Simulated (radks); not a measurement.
Results of a calculation; reference values are marked as such.
Polarisability of the ruthenium ion Ru+, [Kr] 4d7, at imaginary frequency. Level of theory: non-relativistic Kohn-Sham, LB94 model potential, spin-polarised, spherical densities, point nucleus; open shells are filled with parallel spins first (spin-orbit coupling, left out, can overturn this in heavy ions); relativity is left out, which matters for an element this heavy (a radial shooting solver on a logarithmic mesh with Libxc functionals). Response by self-consistent Sternheimer equations with the Hartree and adiabatic LDA kernel.

| w (hartree) | alpha1(iw) (bohr^3) |
|---|---|
| 0.00266 | 13.17 |
| 0.0143 | 13.16 |
| 0.0360 | 13.09 |
| 0.0697 | 12.87 |
| 0.118 | 12.36 |
| 0.186 | 11.43 |
| 0.280 | 10.05 |
| 0.413 | 8.370 |
| 0.605 | 6.587 |
| 0.892 | 4.833 |
| 1.35 | 3.211 |
| 2.12 | 1.842 |
| 3.59 | 0.8529 |
| 6.94 | 0.2960 |
| 17.5 | 0.06800 |

Static values: alpha1 = 13.17 bohr^3 (1.952 angstrom^3; uncoupled 20.07). C6 = 82.72, triple-dipole C9 = 731.2 atomic units. One-pole (London) frequency 4 C6 / (3 alpha1^2) = 0.636 hartree, against 0.688 for minus the highest occupied eigenvalue.
